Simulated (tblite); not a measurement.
Parent: `[H]/[N:5]=[CH:4]/[C:2](=[CH2:1])[SiH3:3]` with C1–C2–C4–N5 180°, C3H7NSi.

Structures optimised with GFN2-xTB, isolated species. One conformer each, not checked by frequencies here.

| coordinate of the parent | value |
| --- | --- |
| C1=C2 | 1.331 Å |
| C2–Si3 | 1.894 Å |
| C2–C4 | 1.449 Å |
| C4=N5 | 1.261 Å |
| C1–C2–Si3 | 126.5° |
| C1–C2–C4 | 121.1° |
| Si3–C2–C4 | 112.4° |
| C2–C4–N5 | 117.2° |

Problem. How does the shared frame change in `[CH2:1]=[C:2]([SiH3:3])/[CH:4]=[N:5]\[CH2:6][C:7]([F:8])([F:9])[F:10]` with C1–C2–C4–N5 69°, C4–N5–C6–C7 113°, C5H8F3NSi? Atoms pair as C1 = C1, C2 = C2, Si3 = Si3, C4 = C4, N5 = N5 (parent first).

Solution. 
```csv
parent,relative,value in the relative,change
C1=C2,C1=C2,1.328 Å,-0.003
C2–Si3,C2–Si3,1.902 Å,+0.008
C2–C4,C2–C4,1.464 Å,+0.015
C4=N5,C4=N5,1.262 Å,+0.001
C1–C2–Si3,C1–C2–Si3,123.4°,-3.1
C1–C2–C4,C1–C2–C4,122.4°,+1.3
Si3–C2–C4,Si3–C2–C4,114.2°,+1.8
C2–C4–N5,C2–C4–N5,129.4°,+12.2
```

Of the parent's bonds, C2–C4 changes most (+0.015 Å). Bonds of the relative outside the shared frame: N5–C6 1.435, C6–C7 1.523, C7–F8 1.333, C7–F9 1.343, C7–F10 1.345 Å. Point group Cs → C1.

Problem. How does the shared frame change in `[CH2:1]=[C:2]([SiH3:3])/[CH:4]=[N:5]\[CH2:6][CH2:7][CH3:8]` with C1–C2–C4–N5 65°, C4–N5–C6–C7 128°, N5–C6–C7–C8 -68°, C6H13NSi? Atoms pair as C1 = C1, C2 = C2, Si3 = Si3, C4 = C4, N5 = N5 (parent first).

Solution. 
| parent | relative | value in the relative | change |
| --- | --- | --- | --- |
| C1=C2 | C1=C2 | 1.329 Å | -0.002 |
| C2–Si3 | C2–Si3 | 1.892 Å | -0.002 |
| C2–C4 | C2–C4 | 1.473 Å | +0.024 |
| C4=N5 | C4=N5 | 1.258 Å | -0.003 |
| C1–C2–Si3 | C1–C2–Si3 | 123.3° | -3.2 |
| C1–C2–C4 | C1–C2–C4 | 121.7° | +0.6 |
| Si3–C2–C4 | Si3–C2–C4 | 115.1° | +2.7 |
| C2–C4–N5 | C2–C4–N5 | 129.4° | +12.2 |

Of the parent's bonds, C2–C4 changes most (+0.024 Å). Bonds of the relative outside the shared frame: N5–C6 1.434, C6–C7 1.531, C7–C8 1.523 Å. Point group Cs → C1.

These are computed values.
